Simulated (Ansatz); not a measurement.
`B[SiH2]N[SiH2]F` → `BN[SiH2]F` + `[SiH2]` at 600 K and 1 bar (silylene formation by 1,1-elimination).

Isolated molecules relaxed with PBE0-D4/def2-TZVP in Ansatz; ΔE leaves out vibrations. CCSD(T)/CBS is the MP2 limit (def2-TZVPP, def2-QZVPP) plus CCSD(T) − MP2 in def2-TZVPP, frozen cores. This one scheme is used for every species. Each species was taken in one conformer, which may not be the lowest.

```csv
species,CCSD(T)/CBS energy (Eh),H − E (kJ/mol),S (J/(mol·K))
`B[SiH2]N[SiH2]F`,-761.73684,269.2,472.4
`BN[SiH2]F`,-471.49877,206.2,387.9
`[SiH2]`,-290.19011,52.1,233.9
```

H − E and S are ideal-gas, rigid-rotor, harmonic terms from PBE0-D4/def2-TZVP, for one conformer and one mirror image of each species. 1 Eh = 2625.50 kJ/mol, R = 8.31446 J/(mol·K).

Problem. By hand: ΔE, ΔH, ΔS and ΔG.

Solution. ΔE = (-471.49877) + (-290.19011) − (-761.73684) = 0.04796 Eh = 125.9 kJ/mol. Δ(H − E) = 206.2 + 52.1 − 269.2 = -10.9, so ΔH = 115.0 kJ/mol. ΔS = 387.9 + 233.9 − 472.4 = 149.4 J/(mol·K). ΔG = 115.0 − 600 × (149.4)/1000 = 25.4 kJ/mol.

Problem. By hand: the equilibrium constant, and the temperature at which ΔG would vanish if ΔH and ΔS stayed fixed.

Solution. log₁₀ K = −ΔG/(RT ln 10) = -2.2. ΔG = 0 at ΔH/ΔS = 770 K.

The number of gas molecules changes by +1, which sets the sign of ΔS. A doubt of 5 kJ/mol in ΔE shifts log₁₀ K by 0.4 here. Other conformers and mirror images would add mixing entropy, several J/(mol·K) or more a flexible species. Modes under 60 cm⁻¹, often nearly free rotors, make the harmonic entropy too high. These are equilibria of isolated gas molecules and say nothing of rates. Largest T1 diagnostic: 0.014 (customary marks: 0.02 for closed shells, 0.045 for open ones).
